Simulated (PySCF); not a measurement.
Be(OH)(NMe2) (C2H7BeNO), SMILES [OH][Be][N](C)C.

Coordinates come from a PBE0-D3(BJ)/def2-SVP optimisation. The structure was generated by enumeration; whether it is a known compound was not checked. One conformer was computed; it need not be the lowest.

Level of theory: PBE/def2-TZVP run with PySCF.

Gas-phase values at a fixed geometry.

| Quantity | Value |
|---|---|
| total energy | -225.01817 hartree |
| point group | Cs |
| highest occupied level | -4.81 eV |
| lowest empty level | -0.80 eV |
| orbital gap | 4.02 eV |
| dipole moment | 1.13 D |
| quadrupole, principal values (traceless, Buckingham form, about the centre of nuclear charge) | -6.72, 0.99, 5.73 D·Å |
| mean static polarisability | 54.4 bohr³ (8.06 Å³) |
| polarisability, principal values | 45.4, 52.3, 65.5 bohr³ |
